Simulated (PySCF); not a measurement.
C2H7BeNSe, SMILES C[N](C)[Be][SeH]. The structure is a stationary point at PBE-D3(BJ)/def2-SVP. The structure was generated by enumeration; whether it is a known compound was not checked. One conformer was computed; it need not be the lowest.

These are PySCF 2.14.0 with PBE-D3(BJ)/def2-SVP values and carry that method's errors.

Harmonic wavenumbers (cm⁻¹): 84, 130, 197, 240, 240, 247, 338, 376, 434, 589, 913, 1049, 1065, 1112, 1125, 1188, 1365, 1378, 1395, 1403, 1406, 1426, 1471, 2347, 2895, 2900, 2946, 2956, 3039, 3039. Rotational constants (GHz): 8.983, 1.008, 0.9241; symmetry number 1.

Q: Work out the zero-point energy and the ideal-gas rigid-rotor harmonic-oscillator thermochemistry at 298.15 K and 1 atm.

A: ZPE = ½ Σ hcν = ½ × 39293 cm⁻¹ = 56.17 kcal/mol. H − E(el) = 61.60 kcal/mol. Entropy in cal/(mol K): translation 40.57, rotation 28.04, vibration 18.41, total 87.02. G − E(el) = 35.66 kcal/mol. Cp = 27.17 cal/(mol K). Modes under 150 cm⁻¹ make the vibrational entropy uncertain.
